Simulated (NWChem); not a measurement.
Program: NWChem. System: CH$_{5}$ClFNSi, charge 0, spin multiplicity 1, at a geometry optimised with PBE/def2-SVP. The structure started from a generated list of species. Level: BHandHLYP/def2-TZVP.

Job file:

```
start mol
memory heap 200 mb stack 800 mb global 1000 mb
geometry units angstroms nocenter noautoz noautosym
  N     -2.519673     0.171639     0.791824
  C     -1.478356    -0.606901     0.105412
  Si     0.239322     0.136476     0.342530
  F      0.149217     1.693010    -0.174314
  Cl     1.718508    -0.818385    -0.762063
  H     -2.355895     0.188531     1.807089
  H     -2.494621     1.151947     0.481693
  H     -1.708076    -0.665327    -0.981203
  H     -1.496214    -1.659227     0.463513
  H      0.654549     0.188798     1.782143
end
basis spherical
  * library def2-tzvp
end
dft
  xc bhlyp
  semidirect memsize 60000000 filesize 0
  iterations 100
end
task dft energy
```

Part of the output:

```
             Northwest Computational Chemistry Package (NWChem) 7.3.0
             --------------------------------------------------------

                                NWChem Input Module
                                -------------------

 Scaling coordinates for geometry "geometry" by  1.889725989
 (inverse scale =  0.529177249)

                             Geometry "geometry" -> ""
                             -------------------------

 Output coordinates in angstroms (scale by  1.889725989 to convert to a.u.)

  No.       Tag          Charge          X              Y              Z
 ---- ---------------- ---------- -------------- -------------- --------------
    1 N                    7.0000    -2.51967300     0.17163900     0.79182400
    2 C                    6.0000    -1.47835600    -0.60690100     0.10541200
    3 Si                  14.0000     0.23932200     0.13647600     0.34253000
    4 F                    9.0000     0.14921700     1.69301000    -0.17431400
    5 Cl                  17.0000     1.71850800    -0.81838500    -0.76206300
    6 H                    1.0000    -2.35589500     0.18853100     1.80708900
    7 H                    1.0000    -2.49462100     1.15194700     0.48169300
    8 H                    1.0000    -1.70807600    -0.66532700    -0.98120300
    9 H                    1.0000    -1.49621400    -1.65922700     0.46351300
   10 H                    1.0000     0.65454900     0.18879800     1.78214300

 Effective nuclear repulsion energy (a.u.)     294.8882845747

            Nuclear Dipole moment (a.u.)
            ----------------------------
        X                 Y               Z
 ---------------- ---------------- ----------------
    -0.0000132281    -0.0000037795    -0.0000037795


 Summary of "ao basis" -> "" (spherical)
 ------------------------------------------------------------------------------
       Tag                 Description            Shells   Functions and Types
 ---------------- ------------------------------  ------  ---------------------
 *                         def2-tzvp                  on all atoms

                                 NWChem DFT Module
                                 -----------------

 Summary of "ao basis" -> "ao basis" (spherical)
 ------------------------------------------------------------------------------
       Tag                 Description            Shells   Functions and Types
 ---------------- ------------------------------  ------  ---------------------
 N                         def2-tzvp                11       31   5s3p2d1f
 C                         def2-tzvp                11       31   5s3p2d1f
 Si                        def2-tzvp                13       37   5s5p2d1f
 F                         def2-tzvp                11       31   5s3p2d1f
 Cl                        def2-tzvp                13       37   5s5p2d1f
 H                         def2-tzvp                 4        6   3s1p

 Summary of "ao basis" -> "ao basis" (spherical)
 ------------------------------------------------------------------------------
       Tag                 Description            Shells   Functions and Types
 ---------------- ------------------------------  ------  ---------------------
 N                         def2-tzvp                11       31   5s3p2d1f
 C                         def2-tzvp                11       31   5s3p2d1f
 Si                        def2-tzvp                13       37   5s5p2d1f
 F                         def2-tzvp                11       31   5s3p2d1f
 Cl                        def2-tzvp                13       37   5s5p2d1f
 H                         def2-tzvp                 4        6   3s1p

            General Information
            -------------------
          SCF calculation type: DFT
          Wavefunction type:  closed shell.
          No. of atoms     :    10
          No. of electrons :    58
           Alpha electrons :    29
            Beta electrons :    29
          Charge           :     0
          Spin multiplicity:     1
          Use of symmetry is: off; symmetry adaption is: off
          Maximum number of iterations: 100
          AO basis - number of functions:   197
                     number of shells:    79
          Convergence on energy requested:  1.00D-06
          Convergence on density requested:  1.00D-05
          Convergence on gradient requested:  5.00D-04

              XC Information
              --------------
                        BHLYP Method XC Functional
                     Hartree-Fock (Exact) Exchange  0.500
                        Slater Exchange Functional  0.500 local
                    Becke 1988 Exchange Functional  0.500 non-local
              Lee-Yang-Parr Correlation Functional  1.000

             Grid Information
             ----------------
          Grid used for XC integration:  medium
          Radial quadrature: Mura-Knowles
          Angular quadrature: Lebedev.
          Tag              B.-S. Rad. Rad. Pts. Rad. Cut. Ang. Pts.
          ---              ---------- --------- --------- ---------
          N                   0.65       49          12.0       434
          C                   0.70       49          10.0       434
          Si                  1.10       88          10.0       590
          F                   0.50       49          11.0       434
          Cl                  1.00       88          13.0       590
          H                   0.35       45          12.0       434
          Grid pruning is: on
          Number of quadrature shells:   548
          Spatial weights used:  Erf1

          Convergence Information
          -----------------------
          Convergence aids based upon iterative change in
          total energy or number of iterations.
          Levelshifting, if invoked, occurs when the
          HOMO/LUMO gap drops below (HL_TOL):  1.00D-02
          DIIS, if invoked, will attempt to extrapolate
          using up to (NFOCK): 10 stored Fock matrices.

                    Damping( 0%)  Levelshifting(0.5)       DIIS
                  --------------- ------------------- ---------------
          dE  on:    start            ASAP                start
          dE off:    2 iters        100 iters           100 iters

      Screening Tolerance Information
      -------------------------------
          Density screening/tol_rho:  1.00D-10
          AO Gaussian exp screening on grid/accAOfunc:  14
          CD Gaussian exp screening on grid/accCDfunc:  20
          XC Gaussian exp screening on grid/accXCfunc:  20
          Schwarz screening/accCoul:  1.00D-08

      Superposition of Atomic Density Guess
      -------------------------------------

 Sum of atomic energies:        -942.21310349

      Non-variational initial energy
      ------------------------------

 Total energy =    -943.994367
 1-e energy   =   -1888.537199
 2-e energy   =     649.654547
 HOMO         =      -0.283554
 LUMO         =       0.044147

------------------------------------------------------------
EAF file 0: "./mol.aoints.0" size=524288 bytes
------------------------------------------------------------
               write      read    awrite     aread      wait
               -----      ----    ------     -----      ----
     calls:        1         0         0         0         0
   data(b): 5.24e+05  0.00e+00  0.00e+00  0.00e+00
   time(s): 0.00e+00  0.00e+00  0.00e+00  0.00e+00  0.00e+00
rate(mb/s): 0.00e+00  0.00e+00
------------------------------------------------------------

   convergence    iter        energy       DeltaE   RMS-Dens  Diis-err    time
 ---------------- ----- ----------------- --------- --------- ---------  ------
 d= 0,ls=0.0,diis     1   -945.4367091336 -1.24D+03  1.48D-02  1.04D+00    12.3
 d= 0,ls=0.0,diis     2   -945.4741622920 -3.75D-02  1.92D-03  6.55D-01    17.9
 d= 0,ls=0.0,diis     3   -945.5258465896 -5.17D-02  5.76D-04  5.76D-02    23.7
 d= 0,ls=0.0,diis     4   -945.5298937774 -4.05D-03  1.51D-04  1.45D-03    29.5
 d= 0,ls=0.0,diis     5   -945.5300606703 -1.67D-04  3.89D-05  1.12D-04    35.6
  Resetting Diis
 d= 0,ls=0.0,diis     6   -945.5300727937 -1.21D-05  1.18D-05  7.18D-06    41.8
 d= 0,ls=0.0,diis     7   -945.5300736245 -8.31D-07  4.94D-06  8.83D-07    48.5

         Total DFT energy =     -945.530073624468
      One electron energy =    -1892.373601341459
           Coulomb energy =      725.837826437285
    Exchange-Corr. energy =      -73.882583295012
 Nuclear repulsion energy =      294.888284574717

 Numeric. integr. density =       58.000017455380

     Total iterative time =     47.0s

                       DFT Final Molecular Orbital Analysis
                       ------------------------------------

 Vector   27  Occ=2.000000D+00  E=-4.036375D-01
              MO Center=  1.5D+00, -7.3D-01, -6.6D-01, r^2= 1.9D+00
   Bfn.  Coefficient  Atom+Function         Bfn.  Coefficient  Atom+Function
  ----- ------------  ---------------      ----- ------------  ---------------
   146      0.475013   5 Cl py              149      0.301944   5 Cl py
   143      0.225653   5 Cl py              145      0.184446   5 Cl px
   137     -0.181212   5 Cl py              148      0.119604   5 Cl px
   147     -0.111540   5 Cl pz              142      0.087572   5 Cl px
   140     -0.086704   5 Cl py              150     -0.071004   5 Cl pz

 Vector   28  Occ=2.000000D+00  E=-3.940026D-01
              MO Center=  1.2D+00, -5.7D-01, -3.0D-01, r^2= 3.3D+00
   Bfn.  Coefficient  Atom+Function         Bfn.  Coefficient  Atom+Function
  ----- ------------  ---------------      ----- ------------  ---------------
   147      0.425725   5 Cl pz              150      0.275449   5 Cl pz
   145      0.212893   5 Cl px              144      0.202842   5 Cl pz
   138     -0.162414   5 Cl pz              148      0.140077   5 Cl px
   193     -0.130706  10 H  s               194     -0.112925  10 H  s
   142      0.101762   5 Cl px               79     -0.084097   3 Si pz

 Vector   29  Occ=2.000000D+00  E=-3.099618D-01
              MO Center= -1.9D+00, -7.9D-02,  5.3D-01, r^2= 2.9D+00
   Bfn.  Coefficient  Atom+Function         Bfn.  Coefficient  Atom+Function
  ----- ------------  ---------------      ----- ------------  ---------------
     6      0.312412   1 N  px               12      0.312119   1 N  px
     9      0.270914   1 N  px               36     -0.227370   2 C  s
    66     -0.175727   3 Si s                37     -0.164694   2 C  px
     4     -0.158921   1 N  s                40     -0.141979   2 C  px
    77      0.137306   3 Si px                7      0.135082   1 N  py

 Vector   30  Occ=0.000000D+00  E= 3.841762D-02
              MO Center= -8.6D-01,  2.9D-01,  8.8D-01, r^2= 6.2D+00
   Bfn.  Coefficient  Atom+Function         Bfn.  Coefficient  Atom+Function
  ----- ------------  ---------------      ----- ------------  ---------------
     5      1.196822   1 N  s               170     -0.811016   6 H  s
    81     -0.605609   3 Si py              176     -0.559792   7 H  s
    80      0.474842   3 Si px              135     -0.377404   5 Cl s
    36      0.318516   2 C  s               104      0.245656   4 F  s
    12      0.238097   1 N  px              150     -0.226113   5 Cl pz

 Vector   31  Occ=0.000000D+00  E= 5.014311D-02
              MO Center=  1.3D-01, -5.0D-02,  7.6D-01, r^2= 5.7D+00
   Bfn.  Coefficient  Atom+Function         Bfn.  Coefficient  Atom+Function
  ----- ------------  ---------------      ----- ------------  ---------------
    36      1.995526   2 C  s                81      0.976721   3 Si py
    80      0.863153   3 Si px               67     -0.794334   3 Si s
   182     -0.618285   8 H  s               170     -0.595384   6 H  s
     5      0.568545   1 N  s               188     -0.484414   9 H  s
    43      0.466267   2 C  px              149     -0.296886   5 Cl py

 Vector   32  Occ=0.000000D+00  E= 6.799492D-02
              MO Center= -4.1D-01, -4.6D-01, -3.3D-01, r^2= 7.0D+00
   Bfn.  Coefficient  Atom+Function         Bfn.  Coefficient  Atom+Function
  ----- ------------  ---------------      ----- ------------  ---------------
    36      3.034933   2 C  s                67     -1.740521   3 Si s
   188     -1.392317   9 H  s               182     -1.317465   8 H  s
   135      0.683152   5 Cl s               176     -0.638124   7 H  s
    82      0.596965   3 Si pz              148     -0.393398   5 Cl px
    44     -0.362234   2 C  py                5      0.343865   1 N  s

 center of mass
 --------------
 x =   0.15291958 y =   0.02816263 z =  -0.07431476

 moments of inertia (a.u.)
 ------------------
         459.425003087305         137.359371900541         274.189129578591
         137.359371900541         992.751473621691         -70.835623525331
         274.189129578591         -70.835623525331        1160.645329694459

     Multipole analysis of the density
     ---------------------------------

     L   x y z        total         alpha         beta         nuclear
     -   - - -        -----         -----         ----         -------
     0   0 0 0     -0.000000    -29.000000    -29.000000     58.000000

     1   1 0 0     -0.229998     -0.114992     -0.114992     -0.000013
     1   0 1 0     -0.226688     -0.113342     -0.113342     -0.000004
     1   0 0 1      0.531653      0.265828      0.265828     -0.000004

     2   2 0 0    -37.356555   -243.870128   -243.870128    450.383702
     2   1 1 0     -1.052104     32.322763     32.322763    -65.697630
     2   1 0 1      0.162088     70.718160     70.718160   -141.274231
     2   0 2 0    -33.778623    -96.261896    -96.261896    158.745168
     2   0 1 1      0.423304    -18.150679    -18.150679     36.724662
     2   0 0 2    -30.799287    -58.422803    -58.422803     86.046319

 Task  times  cpu:       48.5s     wall:       48.5s

 Total times  cpu:       48.6s     wall:       48.6s
```
